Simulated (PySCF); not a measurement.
WH6, SMILES [WH6], multiplicity 1.

Coordinates come from a B3LYP-D3(BJ)/def2-TZVP optimisation. The geometry has at least one imaginary mode, so it is a saddle point at that level. The multiplicity is an assumed one; other spin states were not compared. The def2 effective core potentials stand for the cores of W; spin–orbit coupling is left out.

Method: TDA-M06-2X/def2-TZVPD (PySCF 2.14.0).

Vertical excitations; the highest root listed may be one member of a degenerate set.  State labels are in the subgroup D2h.

```tsv
state	symmetry	energy (eV)	λ (nm)	f	main pairs
S1	B2u	0.23	5388	0.000	HOMO−2→LUMO+2, HOMO→LUMO (degenerate set)
S2	B1u	0.23	5388	0.000	HOMO−1→LUMO+2, HOMO→LUMO+1 (degenerate set)
S3	B3u	0.23	5388	0.000	HOMO−2→LUMO+1, HOMO−1→LUMO (degenerate set)
S4	Au	0.36	3480	0.000	HOMO−2→LUMO, HOMO→LUMO+2, HOMO−1→LUMO+1 (degenerate set)
S5	Au	0.36	3480	0.000	HOMO−1→LUMO+1, HOMO→LUMO+2 (degenerate set)
S6	B3u	0.54	2303	0.005	HOMO−1→LUMO, HOMO−2→LUMO+1 (degenerate set)
S7	B2u	0.54	2303	0.005	HOMO→LUMO, HOMO−2→LUMO+2 (degenerate set)
S8	B1u	0.54	2303	0.005	HOMO→LUMO+1, HOMO−1→LUMO+2 (degenerate set)
S9	Au	0.55	2273	0.000	HOMO→LUMO+2 33 %, HOMO−1→LUMO+1 33 %, HOMO−2→LUMO 33 %
S10	B3g	3.18	390	0.000	HOMO−3→LUMO+2 52 %, HOMO−4→LUMO+2 47 %
T4	Au	0.29	4217	0	HOMO−2→LUMO 33 %, HOMO→LUMO+2 33 %, HOMO−1→LUMO+1 33 %
```
Triplets are in the Tamm–Dancoff approximation.
